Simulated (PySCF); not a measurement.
## Calculated data, Al₂BH₅N, AlH₅N₂, Al₂H₃NO, AlClH₃NO and others

Computed with PySCF 2.14.0. Calculation on a computer-drawn molecule: the log of a Hartree-Fock and frozen-core CCSD(T) single point meant for a local Hartree-Fock minimum, with one planted fault or none, to be diagnosed. Offsets are logged minus clean, where the clean run is the same molecule without the fault. The reference is restricted for singlets and unrestricted otherwise, and also for a bond in bohr or an excited solution. Adding or removing an electron swaps singlet and doublet. The excited solution moves the top pair (singlet) or top alpha electron (doublet) to the lowest empty orbital. Highest occupied and lowest empty are orbital energies over both spins, largest force is the largest gradient component, triples share is (T) over the correlation energy, the T1 limit is 0.02 restricted and 0.045 unrestricted, electrons count all cores, a negative frequency is imaginary (commonest isotopes), and the dipole is about the centre of nuclear charge.

Common to all runs: logged SCF converged yes; possible faults no fault, one electron removed, one electron added, multiplicity raised by two, geometry at a saddle point, SCF held on an excited solution, minimal basis STO-3G, one bond length entered in bohr, all coordinates scaled.

(1) Al₂BH₅N

Logged structure:
```xyz
9
Al2BH5N
N     -1.8379     0.1540    -2.5027
Al    -2.5960    -1.0753    -1.4824
B     -3.0033    -0.6944     0.5596
Al    -3.4207    -0.3501     2.5831
H     -1.5562     1.0733    -2.2179
H     -1.6226     0.0281    -3.4745
H     -2.9574    -2.4649    -2.1496
H     -3.0535     1.0460     3.2393
H     -4.1021    -1.4788     3.4627
```

- meant charge: 0
- meant multiplicity: 2
- meant basis: cc-pV(D+d)Z
- logged electrons: 44
- logged basis functions: 99
- logged spin squared: 0
- logged highest occupied: -0.97587 eV
- logged lowest empty: 5.8976 eV
- logged largest force: 0.038306 hartree/bohr
- logged T1 diagnostic: 0.018129
- logged D1 diagnostic: 0.055181
- logged triples share: 0.032237
- logged CC converged: yes
- logged dipole magnitude: 5.7878 debye
- logged SCF stable within its kind: yes
- logged energy HF: -565.835 hartree
- logged energy CCSD(T): -566.29517 hartree
- planted fault: one electron added
- HF energy offset from clean run: 1.026 kcal/mol
- CCSD(T) energy offset from clean run: -24.07 kcal/mol

Drawn bonds:
```
atom  other atom  order
   1           2      1
   2           3      1
   3           4      1
   1           5      1
   1           6      1
   2           7      1
   4           8      1
   4           9      1
```

(2) AlH₅N₂

Logged structure:
```xyz
8
AlH5N2
N      1.7352     0.3945    -0.5975
Al     1.3212     2.0010    -1.6063
N      0.2715     1.8970    -3.2364
H      1.4315    -0.6343    -0.8487
H      2.3254     0.3837     0.3328
H      1.8926     3.5388    -1.0477
H     -0.1446     0.9841    -3.6917
H      0.0010     2.7685    -3.8541
```

- meant charge: 0
- meant multiplicity: 1
- meant basis: cc-pV(D+d)Z
- logged electrons: 32
- logged basis functions: 76
- logged spin squared: 0
- logged highest occupied: -9.8625 eV
- logged lowest empty: 2.8033 eV
- logged largest force: 0.067683 hartree/bohr
- logged T1 diagnostic: 0.01631
- logged D1 diagnostic: 0.058321
- logged triples share: 0.026209
- logged CC converged: yes
- logged dipole magnitude: 0.89893 debye
- logged SCF stable within its kind: yes
- logged energy HF: -353.74681 hartree
- logged energy CCSD(T): -354.21958 hartree
- planted fault: all coordinates scaled, by +9.9 %
- HF energy offset from clean run: 37.76 kcal/mol
- CCSD(T) energy offset from clean run: 27.13 kcal/mol

Drawn bonds:
```
atom  other atom  order
   1           2      1
   2           3      1
   1           4      1
   1           5      1
   2           6      1
   3           7      1
   3           8      1
```

(3) Al₂H₃NO

Logged structure:
```xyz
7
Al2H3NO
N     -2.5387     0.5765    -0.6947
Al    -2.3205    -0.6379     0.5620
O     -2.5799    -0.2329     2.1820
Al    -2.8277     0.1258     3.8137
H     -2.4010     0.4091    -1.6738
H     -2.8135     1.5300    -0.5513
H     -1.8840    -2.0924     0.1502
```

- meant charge: 0
- meant multiplicity: 1
- meant basis: cc-pV(D+d)Z
- logged electrons: 44
- logged basis functions: 31
- logged spin squared: 0
- logged highest occupied: -4.1374 eV
- logged lowest empty: 10.42 eV
- logged largest force: 0.040899 hartree/bohr
- logged T1 diagnostic: 0.021665
- logged D1 diagnostic: 0.067092
- logged triples share: 0.048691
- logged CC converged: yes
- logged dipole magnitude: 1.0057 debye
- logged SCF stable within its kind: yes
- logged energy HF: -607.42583 hartree
- logged energy CCSD(T): -607.60524 hartree
- planted fault: minimal basis STO-3G
- HF energy offset from clean run: 4789 kcal/mol
- CCSD(T) energy offset from clean run: 4995 kcal/mol

Drawn bonds:
```
atom  other atom  order
   1           2      1
   2           3      1
   3           4      1
   1           5      1
   1           6      1
   2           7      1
```

Notes: T1 above single-reference limit.

(4) AlClH₃NO

Logged structure:
```xyz
7
AlClH3NO
N      0.9193    -1.1941     0.7496
Al     0.6260    -0.3117    -0.7265
O      1.6625    -0.4902    -2.0331
Cl    -1.0403     0.9777    -0.8505
H      0.3507    -1.1443     1.5728
H      1.6850    -1.8248     0.8921
H      1.6255    -0.0809    -2.8804
```

- meant charge: 0
- meant multiplicity: 1
- meant basis: cc-pV(D+d)Z
- logged electrons: 48
- logged basis functions: 89
- logged spin squared: 0
- logged highest occupied: -4.1653 eV
- logged lowest empty: -5.9406 eV
- logged largest force: 0.13401 hartree/bohr
- logged CC converged: no
- logged dipole magnitude: 2.6304 debye
- logged SCF stable within its kind: no
- logged energy HF: -832.05899 hartree
- planted fault: SCF held on an excited solution
- HF energy offset from clean run: 384.7 kcal/mol

Drawn bonds:
```
atom  other atom  order
   1           2      1
   2           3      1
   2           4      1
   1           5      1
   1           6      1
   3           7      1
```

Notes: CCSD not converged.

(5) AlBH₂NO

Logged structure:
```xyz
6
AlBH2NO
N      1.6409    -0.8608    -3.1024
Al     1.2978    -1.7574    -1.6256
B      0.7543    -0.5558     0.0711
O      0.1786     0.6350     1.8886
H      1.6007     0.1381    -3.1996
H      1.9075    -1.2703    -3.9787
```

- meant charge: 0
- meant multiplicity: 2
- meant basis: cc-pV(D+d)Z
- logged electrons: 35
- logged basis functions: 75
- logged spin squared: 2.4105
- logged highest occupied: -8.3692 eV
- logged lowest empty: 0.67076 eV
- logged largest force: 0.01525 hartree/bohr
- logged T1 diagnostic: 0.055864
- logged D1 diagnostic: 0.21311
- logged triples share: 0.035894
- logged CC converged: yes
- logged dipole magnitude: 2.5743 debye
- logged SCF stable within its kind: yes
- logged energy HF: -396.91088 hartree
- logged energy CCSD(T): -397.35996 hartree
- planted fault: one bond length entered in bohr, row 3 of the drawn bonds
- HF energy offset from clean run: 152.7 kcal/mol
- CCSD(T) energy offset from clean run: 190.7 kcal/mol

Drawn bonds:
```
atom  other atom  order
   1           2      1
   2           3      1
   3           4      2
   1           5      1
   1           6      1
```

Notes: T1 above single-reference limit.

(6) Al₂H₂NO

Logged structure:
```xyz
6
Al2H2NO
N      2.1775    -2.6367    -0.2994
Al     1.2148    -1.4504     0.1772
Al    -0.3988     0.4996     0.8727
O     -0.3182     1.0204     2.3570
H      2.7962    -3.3533    -0.5072
H     -1.2909     0.9238    -0.3516
```

* meant charge: -1
* meant multiplicity: 1
* meant basis: aug-cc-pV(D+d)Z
* logged electrons: 44
* logged basis functions: 128
* logged spin squared: 0
* logged highest occupied: -4.9803 eV
* logged lowest empty: 2.9446 eV
* logged largest force: 0.030565 hartree/bohr
* logged T1 diagnostic: 0.027076
* logged D1 diagnostic: 0.076261
* logged triples share: 0.042421
* logged CC converged: yes
* logged dipole magnitude: 3.645 debye
* logged SCF stable within its kind: yes
* logged energy HF: -614.34605 hartree
* logged energy CCSD(T): -614.91989 hartree
* planted fault: all coordinates scaled, by -2.1 %
* HF energy offset from clean run: 1.957 kcal/mol
* CCSD(T) energy offset from clean run: 5.152 kcal/mol

Drawn bonds:
```
atom  other atom  order
   1           2      2
   2           3      1
   3           4      1
   1           5      1
   3           6      1
```

Notes: T1 above single-reference limit.
